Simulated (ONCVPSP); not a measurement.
# u(r) = r·R(r): atom against pseudo-atom (silicon)

Columns: radius, all-electron u(r) and pseudo u(r) of the 2s shell (level -138.74 eV) of silicon in the configuration [He] 2s2 2p6 3s2 3p2; LDA (Perdew-Wang 92), scalar-relativistic, ONCV scheme, ONCVPSP 4.0.1.

```tsv
r (bohr)	all-electron	pseudo
0.055	-0.6320	0.2482
0.110	-0.3771	0.4860
0.165	0.1145	0.7043
0.220	0.5842	0.8950
0.275	0.9459	1.0523
0.330	1.1867	1.1714
0.385	1.3210	1.2499
0.440	1.3719	1.2881
0.495	1.3617	1.2893
0.550	1.3095	1.2584
0.605	1.2311	1.2014
0.660	1.1373	1.1239
0.715	1.0366	1.0323
0.770	0.9346	0.9338
0.825	0.8352	0.8350
0.880	0.7410	0.7409
0.935	0.6535	0.6533
0.990	0.5734	0.5732
1.045	0.5009	0.5007
1.100	0.4360	0.4359
1.155	0.3782	0.3781
1.210	0.3272	0.3271
1.265	0.2824	0.2823
1.320	0.2432	0.2431
1.375	0.2090	0.2089
1.430	0.1794	0.1793
```

(1) How many radial nodes do the two functions have?

(2) At about which radius was the pseudo-wave matched?

(3) Where does each function peak?

(4) Is the pseudo-wave norm-conserving?

## Answers

(1) The all-electron 2s function has n − l − 1 = 1; the pseudo-wave has 0, since the states of the same l below it are removed with the core.

(2) 0.85 bohr, where the columns begin to agree (steps of 0.06 bohr).

(3) Outermost all-electron maximum near 0.44 bohr, pseudo maximum near 0.49 bohr (to the table’s step).

(4) Yes: the ONCV scheme keeps the norm inside the radius equal to the all-electron one, which fixes the energy derivative of the logarithmic derivative at the level.
